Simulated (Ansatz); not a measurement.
Correlation energies of BH7NPSi (`NPB[SiH3]`) by basis set

```tsv
atom	x (Å)	y (Å)	z (Å)
N1	2.3406	-0.6119	-0.9393
P2	0.9339	0.2492	-0.6373
B3	-0.5257	-0.6426	-0.0871
Si4	-1.9750	0.4656	0.7362
H5	2.8456	-1.0178	-0.1683
H6	2.9483	-0.2615	-1.6611
H7	1.1996	1.3555	0.1993
H8	-0.6663	-1.7914	-0.3779
H9	-3.2520	0.3818	-0.0270
H10	-2.2469	-0.0319	2.1166
H11	-1.6020	1.9050	0.8458
```

Charge 0, multiplicity 1. The structure was optimised at the PBE0-D4/def2-TZVP level. It is one conformer, not always the lowest. Frozen core, restricted reference, the Gaussian-basis code of Ansatz. CBS rows extrapolate triple and quadruple zeta; past MP2 they add the triple-zeta difference.

```
     basis     HF (Eh)  MP2 corr.
  def2-SVP  -712.58746   -0.48026
def2-TZVPP  -712.90915   -0.60220
def2-QZVPP  -712.93217   -0.64571
```

(1) Estimate the CCSD correlation energy and the (T) correction in each basis where they were run (hartree).

## Answers

(1) 
```csv
basis,CCSD corr.,(T)
def2-SVP,-0.54338,-0.01682
def2-TZVPP,-0.66048,-0.02753
CBS(def2),-0.73621,as TZ
```
